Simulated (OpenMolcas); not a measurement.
## Nb2+: moving or changing the point charges

Nb2+ among 6 point charges of -1.7 e arranged as an octahedron (Oh), 2.1 Å from the ion.
```
   2.1000    0.0000    0.0000  -1.70
   0.0000    2.1000    0.0000  -1.70
  -2.1000    0.0000    0.0000  -1.70
   0.0000   -2.1000    0.0000  -1.70
   0.0000    0.0000    2.1000  -1.70
   0.0000    0.0000   -2.1000  -1.70
```

```json
{"Program": "OpenMolcas", "Method": "CASSCF", "Basis": "ANO-RCC-VDZP [6s5p3d1f]", "Scalar Hamiltonian": "DKH2, point nucleus", "Active space": "3 electrons in 5 orbitals (4d)", "State averaging": "2S+1 = 4 even, 10 roots; 2S+1 = 2 even, 40 roots", "Spin-orbit coupling": "RASSI with atomic mean-field integrals over the reference wave functions"}
```

Runs around this geometry, states (labels of O, the rotations of Oh). Energies in cm-1 above the lowest state or level, χT in cm3 K/mol.

```csv
R (Å),q (e),Ground state,First state of that spin,First gap with spin-orbit (degeneracies),χT at 300 K,First state of another spin
2.1,-0.85,4A2,4T2 8236,"8085 (4, 2)",1.624,2E 12233
2.1,-1.7,4A2,4T2 16159,"11184 (4, 4)",1.766,2E 11246
2.2,-1.7,4A2,4T2 13377,"11476 (4, 4)",1.733,2E 11656
```

Taking the first state of the same spin as R^-n, n = -ln(13377 / 16159) / ln(2.2 / 2.1) = 4.1 between the shortest and longest distance.

Scaling the charges by -0.85 / -1.7 = 0.50 scales the first state of the same spin by 8236 / 16159 = 0.51; with fixed orbitals a first-order splitting would follow the charge.

Without dynamic correlation the repulsion within the d shell is too large (B by tens of per cent), so at a given field states of lower spin stand too high. Point charges carry no covalency, so the field is a model and not that of real ligands. No measured value stands beside these numbers.
